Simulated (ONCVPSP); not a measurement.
Configuration tests for tungsten (ONCV)

* Element: tungsten (W)
* Generator: ONCVPSP 4.0.1
* Type: optimised norm-conserving Vanderbilt (ONCV)
* Functional: PBEsol
* Relativity: scalar-relativistic
* Frozen core: [Kr] 4d10 4f14
* Valence charge: 14
* Reference configuration: 5s2 5p6 5d4 6s2
* Partial waves: 5s+6s: rc 1.85 bohr, ncon 3, nbas 8, qcut 8.2 1/bohr, 3 projectors, debl 3.8 Ha; 5p: rc 1.55 bohr, ncon 3, nbas 6, qcut 10.4 1/bohr, 3 projectors, debl 3.3 Ha; 5d: rc 2.30 bohr, ncon 4, nbas 9, qcut 5.8 1/bohr, 2 projectors, debl 1 Ha
* Local potential: polynomial inside 1.50 bohr (lpopt 5, dvloc0 2 Ha)
* Core correction: none

Energies are relative to the spin-unpolarised reference configuration 5s2 5p6 5d4 6s2; without spin polarisation the order of configurations can differ from experiment.

```csv
valence configuration,charge,ΔE all-electron (eV),error AE − PS (meV)
5s2 5p6 5d4 6s1,+1,8.925,-2.9
5s2 5p6 5d3 6s0,+3,50.025,-12
```

**Question.** What are ΔE and the potential's error for 5s2 5p6 5d4 6s0?

**Answer.** ΔE = 24.621 eV all-electron; the error (AE − PS) is -5.9 meV.

**Question.** What are ΔE and the potential's error for 5s2 5p6 5d5 6s0?

**Answer.** ΔE = 9.724 eV all-electron; the error (AE − PS) is -5.1 meV.

Levels in the configuration 5s2 5p6 5d5 6s0:

```
level  all-electron (eV)  pseudo (eV)
   5s            -84.171      -84.201
   5p            -48.469      -48.476
   5d            -10.172      -10.171
```
